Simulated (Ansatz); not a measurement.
`N=C=[CH][GaH][SiH3]` + H–F → `[F][GaH][SiH3]` + `C=C=N` at 400 K and 1 bar (ligand exchange at a Ga–C bond).

Program: Ansatz. Geometries: PBE0-D4/def2-TZVP. ΔE: electronic, gas phase. CCSD(T)/CBS is the MP2 limit (def2-TZVPP, def2-QZVPP) plus CCSD(T) − MP2 in def2-TZVPP, frozen cores. This one scheme is used for every species. For Ga outer-core shells are correlated without core-valence functions, which leaves a few kJ/mol of doubt a bond. Scalar relativity is left out up to krypton. One conformer a species, not always the lowest.

```
              species  CCSD(T)/CBS energy (Eh)  H − E (kJ/mol)  S (J/(mol·K))
`N=C=[CH][GaH][SiH3]`              -2347.38021           212.2          432.4
                  H–F               -100.39570            36.5          182.2
     `[F][GaH][SiH3]`              -2315.24439           114.6          364.0
              `C=C=N`               -132.55079           133.3          267.3
```

H − E and S are ideal-gas, rigid-rotor, harmonic terms from PBE0-D4/def2-TZVP, for one conformer and one mirror image of each species. 1 Eh = 2625.50 kJ/mol, R = 8.31446 J/(mol·K).

Task: By hand: ΔE, ΔH, ΔS and ΔG.

Result: ΔE = (-2315.24439) + (-132.55079) − (-2347.38021) − (-100.39570) = -0.01927 Eh = -50.6 kJ/mol. Δ(H − E) = 114.6 + 133.3 − 212.2 − 36.5 = -0.8, so ΔH = -51.4 kJ/mol. ΔS = 364.0 + 267.3 − 432.4 − 182.2 = 16.7 J/(mol·K). ΔG = -51.4 − 400 × (16.7)/1000 = -58.1 kJ/mol.

Task: By hand: the equilibrium constant, and the temperature at which ΔG would vanish if ΔH and ΔS stayed fixed.

Result: log₁₀ K = −ΔG/(RT ln 10) = 7.6. ΔH and −TΔS have one sign here, so there is no such temperature.

ΔH outweighs TΔS. A doubt of 5 kJ/mol in ΔE shifts log₁₀ K by 0.7 here. Other conformers and mirror images would add mixing entropy, several J/(mol·K) or more a flexible species. Modes under 60 cm⁻¹, often nearly free rotors, make the harmonic entropy too high. These are equilibria of isolated gas molecules and say nothing of rates. Largest T1 diagnostic: 0.015 (customary marks: 0.02 for closed shells, 0.045 for open ones).
